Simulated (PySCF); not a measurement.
Si(F)2(GeH3)(OH) (F2GeH4OSi), SMILES F[Si](O)(F)[GeH3].

Geometry: ωB97X-D3(BJ)/def2-SVP. This is a generated structure with no PubChem entry under its InChIKey; it may be hypothetical. Other conformers were not sampled.

Computed with PySCF with CAM-B3LYP/def2-TZVP.

Isolated molecule, no solvent.

Computed frontier levels, gap, dipole moment and polarisability:
```
Property                                                                                                        Result
---------------------------------------------------------------------------------------------  -----------------------
highest occupied level                                                                                       -10.41 eV
lowest empty level                                                                                             1.03 eV
orbital gap                                                                                                   11.44 eV
dipole moment                                                                                                   1.07 D
quadrupole, principal values (traceless, Buckingham form, about the centre of nuclear charge)  -6.26, -4.67, 10.93 D·Å
mean static polarisability                                                                        56.7 bohr³ (8.40 Å³)
polarisability, principal values                                                                51.5, 53.5, 65.0 bohr³
```
